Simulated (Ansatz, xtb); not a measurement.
**Ranking isomers of C3H5ClGeN2**

8 gas-phase structures of C3H5ClGeN2, from a drawn sample of its isomers (lower ones may exist). Each was relaxed with GFN2-xTB:

A. `Clc1cnc[n]1[GeH3]`, a singlet
B. `Clc1ncc[n]1[GeH3]`, a singlet
C. `Clc1n[c]([GeH3])c[nH]1`, a singlet
D. `Clc1nc[c]([GeH3])[nH]1`, a singlet
E. `Clc1nc[nH][c]1[GeH3]`, a singlet
F. `Clc1cn[c]([GeH3])[nH]1`, a singlet
G. `Clc1[nH]cn[c]1[GeH3]`, a singlet
H. `Clc1c[n]([GeH3])cn1`, a singlet

Problem. Which do you expect lowest at r2SCAN-D4/def2-SVP, and how would the others follow?

Solution. Calculated order at r2SCAN-D4/def2-SVP: H (0.0), B (0.6), A (2.0), E (2.2), D (3.0), C (4.6), G (5.6), F (5.9) kcal/mol. Less than 1 kcal/mol parts H and B; A and E; E and D; G and F, so the order within those pairs means little.

Energies above the lowest of each column, in kcal/mol; the last columns are at B3LYP/def2-SVP geometries and were run for some of them only (a dash: not run or not comparable):

| structure | GFN2-xTB | HF/STO-3G | r2SCAN-D4/def2-SVP | B3LYP/def2-SVP | CCSD(T)/def2-SVP + ΔMP2/def2-TZVPP |
| --- | --- | --- | --- | --- | --- |
| H | 5.5 | 0.0 | 0.0 | 0.8 | 0.7 |
| B | 0.0 | 3.6 | 0.6 | 0.0 | 0.0 |
| A | 0.9 | 3.6 | 2.0 | 1.4 | 1.0 |
| E | 14.4 | 12.6 | 2.2 | 3.4 | 4.6 |
| D | 16.0 | 13.8 | 3.0 | 4.4 | 5.9 |
| C | 16.1 | 15.1 | 4.6 | – | – |
| G | 15.4 | 14.8 | 5.6 | – | – |
| F | 15.5 | 14.1 | 5.9 | – | – |

CCSD(T)/def2-SVP + ΔMP2/def2-TZVPP has B and H within 1 kcal/mol of each other at the bottom, and every level picks one of them. CCSD(T)/def2-SVP + ΔMP2/def2-TZVPP orders those it was run on as B (0.0), H (0.7), A (1.0), E (4.6), D (5.9) kcal/mol. Less than 1 kcal/mol parts B and H; H and A, so the order within those pairs means little. Some further structures that were screened fall inside this span and aren't listed. Frequencies (GFN2-xTB) were run for A, B, D, E, H alone. ΔMP2 is the change of the MP2 energy from the smaller to the larger basis.

Over these structures GFN2-xTB departs from r2SCAN-D4/def2-SVP by 4.6 kcal/mol on average once a common shift is removed. A GFN2-xTB relaxation took about 0.56 s and the r2SCAN-D4/def2-SVP energy about 8 s on a shared host (Ansatz 0.2.0, xtb 6.7.1).
